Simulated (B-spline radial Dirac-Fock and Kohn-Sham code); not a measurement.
**What relativity does to the binding energies of Ag³²⁺**

System: silver as Ag³²⁺ in the configuration 1s2 2s2 2p6 3s2 3p3.

Both columns are ΔSCF binding energies of the configuration average from a radial finite-basis atomic code: non-relativistic Hartree-Fock with a point nucleus, and Dirac-Fock with a finite nucleus and the Coulomb interaction alone, averaged over the two j levels with weights 2j+1.

```tsv
shell	Hartree-Fock (eV)	Dirac-Fock (eV)	shift (eV)	shift (%)
1s	26566.6	27374.2	+807.59	+3.04
2s	5312.5	5520.8	+208.28	+3.92
3s	2035.7	2094.8	+59.08	+2.90
3p	1951.8	1975.8	+24.00	+1.23
```

Relativity binds 1s, 2s, 3s, 3p more strongly, among those listed most of all 2s in relative terms.

Values without a named source are computed, but for edge energies of neutral atoms, which are taken from tables.
